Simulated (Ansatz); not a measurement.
Computed with Ansatz on PBE0-D4/def2-TZVP structures; ΔE is electronic, products minus reactants. CBS: MP2 limit from def2 TZ/QZ plus the TZ coupled-cluster correction, frozen cores. This one scheme is used for every species. Functionals use def2-TZVPP. Elements past krypton have def2 core potentials. For Sb outer-core shells are correlated without core-valence functions, which leaves a few kJ/mol of doubt a bond.

Consider the hydrogenolysis of the Sb–Si bond: `C[SiH](Cl)[SbH2]` + H₂ → `[SbH3]` + `C[SiH2]Cl`.

```tsv
level	ΔE (eV)
CAM-B3LYP-D4	0.04
ωB97M-V	0.10
r2SCANh	0.14
LC-ωPBE	0.04
CCSD(T)/def2-SVP	-0.04
CCSD/def2-TZVPP	0.02
SCS-MP2/def2-QZVPP	0.15
CCSD/CBS(def2)	0.13
```

**Question.** What does CCSD(T)/CBS give? (An estimate is asked.)

**Answer.** The calculation gave: +0.20 eV. The listed levels differ from it by -0.16, -0.10, -0.06, -0.16, -0.24, -0.18, -0.05, -0.07 eV.

Largest T1 diagnostic among the species: 0.014.

In def2-TZVPP, CCSD(T) changes the Hartree–Fock value by +0.31 eV (the triples alone add +0.07 eV) and MP2 by +0.43 eV. The D4 term adds +0.16 eV with B3LYP and +0.09 eV with PBE0; it sums over pairs of atoms, weighted by their polarisabilities, and B3LYP, whose exchange is more repulsive, gets the larger term.

B3LYP here is the variant with VWN-RPA as its local correlation; programs differ in this.
